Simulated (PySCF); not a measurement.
Computed shifts of a molecule C2H4BFO, KT2/pcSseg-1 run with PySCF, GIAO, gas phase, equivalent atoms averaged, in ppm (number of nuclei): ¹⁹F: -132.2 (1). ¹³C: 135.6 (1), 130.1 (1). ¹H: 6.38 (1), 6.18 (1), 6.06 (1), 4.85 (1). References: ¹¹B against BF3 (σ = 89.8 ppm); ¹⁹F against CFCl3 (σ = 127.1 ppm); ¹³C against TMS (σ = 185.1 ppm); ¹H against TMS (σ = 31.47 ppm); ¹⁷O against H2O (σ = 330.4 ppm), references at their B3LYP-D3(BJ)/def2-TZVP geometries, non-relativistic. Geometry: PBE0-D3(BJ)/def2-SVP. Other conformers were not sampled.

**Question.** Which structure fits?
A. FB1COC1
B. CB(F)C=O
C. C=CB(O)F

**Answer.** C, C=CB(O)F
